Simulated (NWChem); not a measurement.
# AlH3O; SMILES [OH][AlH2]

Program: NWChem. Coordinates come from a PBE0/def2-SVP optimisation. Ions are spin-unrestricted doublets at the neutral geometry; other ion states weren't tried.

For level B3LYP/def2-SVP:

| Property | Result |
|---|---|
| vertical ionisation energy, ΔSCF (eV) | 10.74 |
| −ε(HOMO) (eV) | 8.02 |

**Question.** What are these values for level PBE/def2-SVP?

**Answer.** 
* **vertical ionisation energy, ΔSCF (eV)**: 10.38
* **−ε(HOMO) (eV)**: 6.85
